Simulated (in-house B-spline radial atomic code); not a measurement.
**Binding energies in the sulfur ion S⁺**

NIST's tabulated ground configuration is [Ne] 3s2 3p3; each binding energy is the energy of the ion with one electron taken from that subshell, relaxed, less that of the parent. Method: Dirac-Hartree-Fock, average of configuration, Fermi nucleus of rms radius 3.2611 fm. Calculated with an all-electron radial atomic-structure program (B-spline basis). Energies include first-order Breit, QED and recoil terms.

```csv
subshell,X-ray name,binding energy (eV),-ε (eV),relaxation (eV)
1s,K,2493.9,2524.3,28.1
2s,L1,250.9,258.3,7.3
3s,M1,33.23,34.09,0.85
3p,"M2,3",21.32,21.97,0.64
```

Relaxation = -ε minus the binding energy without Breit, QED and recoil terms.

Q: What does it cost to remove two 2s electrons?

A: 540.91 eV, which is 39.08 eV more than the two single binding energies together.

Q: What does it cost to remove two 3s electrons?

A: 80.421 eV, which is 13.95 eV more than the two single binding energies together.
